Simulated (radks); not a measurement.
The numbers below are computed, except where a source is named.
All-electron atom: Gd VII in [Kr] 4d10 4f(5/2: 5, 7/2: 0) 5s1 5p6 (not the ground configuration). Code: a radial shooting solver on a logarithmic mesh with Libxc functionals. Model: Dirac Kohn-Sham, PBE, spin-unpolarised, spherical densities, finite nucleus; Fermi nuclear charge, rms radius 5.1569 fm.

X-ray form factor f0, the Fourier transform of the density (f0(0) = 58):

sin(theta)/lambda (1/angstrom)  f0 (electrons)
0.05                                    57.512
0.1                                     56.113
0.15                                    53.972
0.2                                     51.327
0.25                                    48.424
0.3                                     45.475
0.4                                     39.979
0.5                                     35.338
0.6                                     31.480
0.8                                     25.413
1                                       21.061
1.25                                    17.543
1.5                                     15.250
2                                       11.647
